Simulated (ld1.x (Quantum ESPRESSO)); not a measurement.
Pb (Z = 82): excitation energies, all-electron against TM

- Element: Pb
- Generator: ld1.x (Quantum ESPRESSO) 7.5
- Type: norm-conserving Troullier–Martins (Kleinman–Bylander form)
- Functional: PW91
- Relativity: scalar-relativistic
- Frozen core: [Xe]
- Valence charge: 28
- Reference configuration: 4f14 5d10 6s2 6p2
- Partial waves: 6s (bound): rc 1.85 bohr; 6p (bound): rc 2.35 bohr; 5d (bound): rc 1.20 bohr; 4f (bound): rc 0.85 bohr
- Local potential: the f channel
- Core correction: Bessel-smoothed model core, default radius (core density twice the valence density)

Energies are relative to the spin-unpolarised reference configuration 4f14 5d10 6s2 6p2; without spin polarisation the order of configurations can differ from experiment.

Task: Give the all-electron excitation energy and the error of the potential for: 4f14 5d10 6s2 6p1; 4f14 5d10 6s2 6p0; 4f14 5d10 6s1 6p0; 4f14 5d10 6s0 6p4; 4f13 5d10 6s2 6p2; 4f14 5d10 6s1 6p3; 4f14 5d10 6s2 6p1.5.

Result:

```
valence configuration  charge  ΔE all-electron (eV)  error AE − PS (meV)
    4f14 5d10 6s2 6p1      +1                 6.631                 -2.4
    4f14 5d10 6s2 6p0      +2                20.152                  -14
    4f14 5d10 6s1 6p0      +3                52.670                  -33
    4f14 5d10 6s0 6p4       0                17.889                  -13
    4f13 5d10 6s2 6p2      +1               146.452                -1872
    4f14 5d10 6s1 6p3       0                 8.763                 -3.8
  4f14 5d10 6s2 6p1.5    +0.5                 2.517                 -0.8
```

A Bessel basis up to 400 Ry misses an occupied level by 0.15 Ry, so cutoffs were not judged. Note: ghost states, extra bound levels that the all-electron valence spectrum of the same l lacks: s at -2030.7 eV, p at -1453.1 eV, s at -674.4 eV, d at -281.6 eV, p at -206.8 eV (other channels not judged).
